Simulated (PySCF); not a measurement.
Species: C₈H₁₆NP.
Geometry (PBE0-D3(BJ)/def2-SVP, Å), atoms numbered from 1 in this order:
```
atom  x, y, z in Å
C1     2.9554   -2.2897   -0.5394
C2     2.2873   -1.1572   -0.7708
P3     1.2662   -0.3554    0.5208
C4     2.2557    1.1595    0.7333
C5     1.7881    2.4102    0.6784
N6    -0.0739    0.2056   -0.3592
C7    -1.4651   -0.0294    0.0365
C8    -2.3479    0.5301   -1.0762
C9    -1.7850    0.6749    1.3597
C10   -1.7091   -1.5330    0.1785
H11    3.5735   -2.7648   -1.3082
H12    2.9083   -2.7866    0.4359
H13    2.3354   -0.6800   -1.7596
H14    3.3093    0.9831    0.9860
H15    0.7385    2.6149    0.4424
H16    2.4314    3.2724    0.8779
H17    0.0652    0.9378   -1.0487
H18   -2.1686    1.6093   -1.2130
H19   -3.4123    0.3957   -0.8340
H20   -2.1416    0.0201   -2.0297
H21   -2.8214    0.4828    1.6795
H22   -1.6495    1.7635    1.2636
H23   -1.1105    0.3171    2.1535
H24   -2.7564   -1.7381    0.4486
H25   -1.0652   -1.9570    0.9646
H26   -1.4781   -2.0489   -0.7654
```

Computed at PBE0/pcSseg-1 (PySCF, non-relativistic), with Q(14N) = 0.02044 b: N6, 14N (I = 1): χzz = -5.892 MHz, η = 0.070.

(1) Where would the pure quadrupole (NQR) lines of 14N at N6 fall for the rigid, isolated species?

## Answers

(1) From ν± = (3/4)|χ|(1 ± η/3) and ν0 = |χ|η/2: ν+ 4.522 MHz, ν− 4.316 MHz, ν0 0.206 MHz (nitrogen bonded to C, P and H).

In a crystal, neighbours and librations shift these lines. These gradients aren't converged with respect to the basis.

These values come from a run that also computed NMR shieldings. Time: 50 s of wall time; peak memory 1.3 GiB. Hardware: one thread of an AMD EPYC 9R14, no GPU (shared host).

One conformer stands for the species.
